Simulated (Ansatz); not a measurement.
Reaction (formal exchange of groups at a C–Ge bond): `[CH3][GeH2][SeH]` + `C[O][GeH]([NH2])[Cl]` → `C[O][Ge]([CH3])([NH2])[Cl]` + `[GeH3][SeH]`

Gas-phase electronic energies from Ansatz, PBE0-D4/def2-TZVP geometries. CCSD(T)/CBS adds triple-zeta CCSD(T) − MP2 to the extrapolated MP2 energy (def2 sets, frozen cores). DFT in def2-TZVPP. B3LYP here is the variant with VWN-RPA as its local correlation; programs differ in this. For Ge, Se outer-core shells are correlated without core-valence functions, which leaves a few kJ/mol of doubt a bond. Scalar relativity is left out up to krypton. One conformer a species, not always the lowest.

`[CH3][GeH2][SeH]`:

Cartesian coordinates in Å:
```
C -1.103 -0.237 0.581
Ge 0.213 0.444 -0.685
Se 2.380 0.408 0.258
H -0.881 -1.275 0.829
H -1.077 0.357 1.494
H -2.103 -0.185 0.146
H -0.023 1.928 -1.011
H 0.209 -0.383 -1.984
H 2.386 -1.056 0.371
```

`C[O][GeH]([NH2])[Cl]`:

Cartesian coordinates in Å:
```
C 0.816 1.595 -0.199
O 0.946 0.284 -0.711
Ge 0.184 -1.037 0.171
N -1.604 -0.725 0.208
Cl 0.751 -2.757 -0.984
H 1.285 2.275 -0.913
H 1.325 1.710 0.766
H -0.233 1.887 -0.076
H 0.710 -1.197 1.602
H -2.052 -0.715 -0.698
H -2.130 -1.319 0.835
```

`C[O][Ge]([CH3])([NH2])[Cl]`:

Cartesian coordinates in Å:
```
C 0.509 -1.401 1.653
O -0.297 -0.297 1.308
Ge -0.465 0.202 -0.375
C 1.163 0.853 -1.185
N -1.773 1.451 -0.291
Cl -1.047 -1.584 -1.488
H 0.420 -1.552 2.731
H 0.186 -2.317 1.146
H 1.567 -1.227 1.419
H 1.529 1.711 -0.621
H 0.967 1.152 -2.215
H 1.916 0.065 -1.188
H -2.122 1.766 -1.186
H -2.553 1.176 0.291
```

`[GeH3][SeH]`:

Z-matrix (Å, degrees):
```
Ge
Se 1 2.357
H 1 1.536 2 110.4
H 1 1.536 2 110.4 3 121.8
H 1 1.533 2 104.9 3 -119.1
H 2 1.469 1 93.0 3 -60.2
```

Question: Is it downhill or uphill in electronic energy at CCSD(T)/CBS, and by how much? (An estimate is asked.)

Answer: The calculation gave: Downhill: ΔE = -15.8 kJ/mol.

Question: What do these levels give: r2SCAN-D4, B3LYP-D4, B2PLYP, PBE, B3LYP, HF/def2-TZVPP, CCSD/def2-TZVPP, MP2/def2-QZVPP, SCS-MP2/def2-QZVPP, HF/CBS(def2), MP2/CBS(def2), CCSD/CBS(def2)? (Estimate.)

Answer: Ansatz gave: r2SCAN-D4 -17.2, B3LYP-D4 -17.5, B2PLYP -14.7, PBE -14.3, B3LYP -14.3, HF/def2-TZVPP -13.4, CCSD/def2-TZVPP -15.4, MP2/def2-QZVPP -15.3, SCS-MP2/def2-QZVPP -14.4, HF/CBS(def2) -13.5, MP2/CBS(def2) -15.3, CCSD/CBS(def2) -15.5 kJ/mol.

Largest T1 diagnostic among the species: 0.011.

The D4 term adds −3.3 kJ/mol with B3LYP and −2.0 kJ/mol with PBE0; it sums over pairs of atoms, weighted by their polarisabilities, and B3LYP, whose exchange is more repulsive, gets the larger term.
